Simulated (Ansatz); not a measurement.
Gas-phase electronic energies from Ansatz, PBE0-D4/def2-TZVP geometries. CCSD(T)/CBS is the MP2 limit (def2-TZVPP, def2-QZVPP) plus CCSD(T) − MP2 in def2-TZVPP, frozen cores. This one scheme is used for every species. DFT in def2-TZVPP. B3LYP here is the variant with VWN-RPA as its local correlation; programs differ in this. Each species was taken in one conformer, which may not be the lowest.

`O[Si](O)(F)CF` + CH₄ → `C[Si](O)(O)F` + `CF`  (formal exchange of groups at the Si–C bond)

| level | ΔE (kcal/mol) |
| --- | --- |
| B3LYP-D4 | -4.0 |
| CCSD(T)/def2-TZVPP | -4.9 |

**Question.** What does CCSD(T)/CBS give? (Estimate.)

**Answer.** Computed: -5.0 kcal/mol. The listed levels differ from it by 1.0, 0.1 kcal/mol.

Largest T1 diagnostic among the species: 0.011.
